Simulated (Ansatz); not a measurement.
Potential energy curve for SMILES [BH3-][NH3+]. The N2–H8 bond (N2 also carries B, H, H; H8 carries nothing else) is varied alone, starting from the PBE0/def2-TZVP optimised geometry.

Computed with: RKS-PBE = Ansatz (a first-principles code) with restricted PBE/cc-pVDZ; UKS-PBE = unrestricted PBE/cc-pVDZ (Ansatz); UKS-PBE0 = Ansatz with unrestricted PBE0/cc-pVDZ; UCCSD(T) = CCSD(T) on UHF/cc-pVDZ, frozen core (Ansatz).

Energies relative to the lowest point of each curve near equilibrium, in eV; the last columns give the difference from UCCSD(T):

| R / Å | RKS-PBE | UKS-PBE | UKS-PBE0 | UCCSD(T) | RKS-PBE − UCCSD(T) | UKS-PBE − UCCSD(T) | UKS-PBE0 − UCCSD(T) |
|---|---|---|---|---|---|---|---|
| 0.83 | 1.295 | 1.295 | 1.235 | 1.290 | 0.005 | 0.005 | -0.056 |
| 0.89 | 0.542 | 0.542 | 0.499 | 0.531 | 0.010 | 0.010 | -0.032 |
| 0.96 | 0.108 | 0.108 | 0.089 | 0.100 | 0.007 | 0.007 | -0.011 |
| 0.98 | 0.048 | 0.048 | 0.037 | 0.043 | 0.005 | 0.005 | -0.007 |
| 1.01 | 0.000 | 0.000 | 0.000 | 0.000 | 0.000 | 0.000 | 0.000 |
| 1.05 | 0.000 | 0.000 | 0.016 | 0.009 | -0.008 | -0.008 | 0.008 |
| 1.10 | 0.080 | 0.080 | 0.117 | 0.102 | -0.022 | -0.022 | 0.016 |
| 1.14 | 0.192 | 0.192 | 0.247 | 0.226 | -0.034 | -0.034 | 0.021 |
| 1.22 | 0.500 | 0.500 | 0.593 | 0.561 | -0.062 | -0.062 | 0.031 |
| 1.34 | 1.073 | 1.073 | 1.229 | 1.180 | -0.107 | -0.107 | 0.048 |
| 1.49 | 1.829 | 1.829 | 2.072 | 1.992 | -0.163 | -0.163 | 0.080 |
| 1.68 | 2.703 | 2.703 | 3.070 | 2.952 | -0.249 | -0.249 | 0.117 |
| 1.88 | 3.461 | 3.461 | 3.898 | 3.766 | -0.304 | -0.304 | 0.133 |
| 2.15 | 4.241 | 4.098 | 4.440 | 4.516 | -0.275 | -0.419 | -0.077 |
| 2.49 | 4.921 | 4.414 | 4.694 | 4.859 | 0.061 | -0.446 | -0.166 |
| 2.96 | 5.490 | 4.551 | 4.797 | 4.938 | 0.553 | -0.387 | -0.141 |

RKS-PBE is furthest from UCCSD(T) at 2.96 (0.553 eV, above); its mean absolute difference over the points is 0.117 eV.

UKS-PBE is furthest from UCCSD(T) at 2.49 (-0.446 eV, below); its mean absolute difference over the points is 0.139 eV.

UKS-PBE0 is furthest from UCCSD(T) at 2.49 (-0.166 eV, below); its mean absolute difference over the points is 0.059 eV.

The restricted form behind RKS-PBE keeps the bonding electrons paired and can't separate into open-shell fragments. The unrestricted determinant behind UKS-PBE is spin-contaminated at 2.15 to 2.96 Å (<S²> up to 1.0, against 0.00 for a pure singlet). The unrestricted determinant behind UKS-PBE0 is spin-contaminated at 1.88 to 2.96 Å (<S²> up to 1.0, against 0.00 for a pure singlet). The unrestricted determinant behind UCCSD(T) is spin-contaminated at 1.68 to 2.96 Å (<S²> up to 1.0, against 0.00 for a pure singlet).
